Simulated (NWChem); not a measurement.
System: GeNH$_{3}$, singlet; SMILES [NH2][GeH]

The following NWChem deck was run.

```
start job
memory heap 200 mb stack 900 mb global 1100 mb
geometry units angstroms
  Ge    -0.024102     0.413023     0.000000
  H      1.575431     0.496873     0.000000
  N     -0.015558    -1.401232     0.000000
  H      0.805191    -1.997770     0.000000
  H     -0.876757    -1.937998     0.000000
end
basis spherical
  * library sto-3g
end
dft
  xc hfexch
  iterations 150
end
driver
  maxiter 120
end
task dft optimize
task dft freq
```

Low-valent species are run as closed-shell singlets; no triplet was tried in these runs.

The level has its own optimisation; frequencies are unscaled.

Problem. Give the results of this calculation. (Hartree-Fock/STO-3G.) Quantities: r Ge–H (Å); r Ge–N (Å); r H–N (Å); highest harmonic frequency (cm⁻¹); lowest (cm⁻¹); zero-point energy (kcal/mol); dipole (D).

Solution. 
```yaml
r Ge–H (Å): 1.475
r Ge–N (Å): 1.660
r H–N (Å): 1.018
highest harmonic frequency (cm⁻¹): 4184
lowest (cm⁻¹): 764
zero-point energy (kcal/mol): 24.3
dipole (D): 1.71
```
